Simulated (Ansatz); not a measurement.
One change: `O[SiH2][SiH2]F` becomes `F[SiH2][SiH2]F`.

Ansatz, PBE0-D4/def2-TZVP geometries, multiplicity 1. Each molecule was computed in one conformer, which needn't be the lowest.

| property | `O[SiH2][SiH2]F` |
| --- | --- |
| HOMO energy (PBE0/def2-TZVPP) / eV | -8.19 |
| HOMO energy (ωB97M-V/def2-TZVPP) / eV | -10.25 |
| HOMO–LUMO gap (ωB97M-V/def2-TZVPP) / eV | 10.96 |
| LUMO energy (PBE/def2-TZVPP) / eV | -1.88 |
| LUMO energy (ωB97M-V/def2-TZVPP) / eV | 0.71 |
| HOMO–LUMO gap (PBE/def2-TZVPP) / eV | 5.08 |

**Question.** Give the same properties after the change, and the shifts. (Best estimate.)

**Answer.** Ansatz gave: 
```
                               property  `F[SiH2][SiH2]F`  shift
     HOMO energy (PBE0/def2-TZVPP) / eV             -8.44  -0.25
  HOMO energy (ωB97M-V/def2-TZVPP) / eV            -10.50  -0.25
HOMO–LUMO gap (ωB97M-V/def2-TZVPP) / eV             10.95  -0.01
      LUMO energy (PBE/def2-TZVPP) / eV             -2.20  -0.32
  LUMO energy (ωB97M-V/def2-TZVPP) / eV              0.45  -0.26
    HOMO–LUMO gap (PBE/def2-TZVPP) / eV              4.98  -0.10
```

With PBE0 the HOMO falls by 0.25 eV and the LUMO falls by 0.32 eV, so the gap narrows by about 0.07 eV. PBE moves the HOMO by -0.22 eV and ωB97M-V by -0.25 eV.
